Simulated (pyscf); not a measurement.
# F–Ga(F)–Cl, singlet

Gas-phase minimum from PySCF at ωB97X-D3(BJ)/def2-SVP, one conformer. 

```xyz
4

F      1.6859     0.4203    -1.1013
Ga     0.7687    -0.2374     0.2143
F      1.4720    -0.1495     1.7962
Cl    -1.1230    -1.1036    -0.0928
```

Bonded distances (Å): F1–Ga2 1.733, Ga2–F3 1.733, Ga2–Cl4 2.103. Angles (°): F1–Ga2–F3 117.3, F1–Ga2–Cl4 121.4, F3–Ga2–Cl4 121.3.

Properties at ωB97X-D3(BJ)/def2-SVP:

```
Item                                                                                                                                               Value
---------------------------------------------------------------------------------------------------------------------  ---------------------------------
Harmonic wavenumbers, unscaled                                                                                         151, 184, 194, 457, 723, 770 cm⁻¹
Zero-point energy                                                                                                                           3.5 kcal/mol
Rotational symmetry number                                                                                                                             2
Entropy of this conformer at 298 K and 1 atm, rigid rotor and harmonic oscillator, modes under 100 cm⁻¹ raised to 100                    311.6 J/(mol K)
Dipole moment                                                                                                                                     0.81 D
```

Single-point totals, which compare only within one level (frozen core for MP2 and CC):

| level | total energy (hartree) |
|---|---|
| ωB97X-D3(BJ)/def2-TZVP | -2584.95652 |
| PBE/def2-TZVP | -2584.31651 |
| r²SCAN/def2-TZVP | -2584.86441 |
| B3LYP-D3(BJ)/def2-TZVP | -2585.04972 |
| PBE0-D3(BJ)/def2-TZVP | -2584.39078 |
| M06-2X/def2-TZVP | -2584.90524 |
| ωB97M-D3(BJ)/def2-TZVP | -2585.09298 |
| HF/def2-TZVPP | -2581.87761 |
| MP2/def2-TZVPP | -2582.78044 |
| CCSD/def2-TZVPP | -2582.78560 |
| CCSD(T)/def2-TZVPP | -2582.81750 |

The CCSD(T) − MP2 part came from Ansatz, without density fitting, on the same reference. The frozen core leaves the outer d or s,p core shells of the metals and heavy elements correlated in the MP2 and CC values, and def2-TZVPP describes them poorly, so these totals are far from the basis limit. Elements up to Kr have no core potential and no relativistic terms here.
